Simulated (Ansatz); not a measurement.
Ideal-gas functions of FHMoO3, SMILES `[O]=[Mo](=[O])([OH])[F]` at 600 K and 1 bar, from an Ansatz frequency run at PBE0-D4/def2-TZVP.

Molar mass 163.94 g/mol, point group C1 (symmetry number 1), electronic degeneracy 1, moments of inertia 129.637, 144.407, 156.47 u Å². Harmonic wavenumbers (cm⁻¹, unscaled): 200, 235, 251, 284, 300, 378, 627, 713, 765, 1054, 1083, 3884.

Use S(trans) = R[1.5 ln M + 2.5 ln T − 1.1517]; rotational temperatures θ = 24.2544 K / I; S(rot) = R[ln(√π/σ · √(T³/θAθBθC)) + 1.5]; for each mode x = 1.438777 ν̃/T, S = R[x/(eˣ − 1) − ln(1 − e⁻ˣ)] and H = RT x/(eˣ − 1); 1 cm⁻¹ = 0.0119627 kJ/mol; R = 8.31446 J/(mol·K).

Question: By hand: the entropy, in J/(mol·K).

Answer: Translation 187.0. Rotation: θ = 0.1871, 0.168, 0.155 K, giving 119.1. Vibration, mode by mode: 14.50, 13.19, 12.66, 11.67, 11.23, 9.41, 5.67, 4.80, 4.35, 2.52, 2.38, 0.01, in all 92.4. Electronic 0.0. Sum 398.5 J/(mol·K).

Question: By hand: H − E and G − E in kJ/mol, counted from the electronic energy.

Answer: Zero-point energy ½ × 9774 × 0.0119627 = 58.5; thermal vibration 29.1; translation, rotation and pV give 4 RT = 20.0. H − E = 107.6 kJ/mol, and G − E = 107.6 − 600 × 398.5/1000 = -131.5 kJ/mol.

Vibration gives 23 % of the entropy. The sum counts one conformer and one mirror image; others add a mixing term.
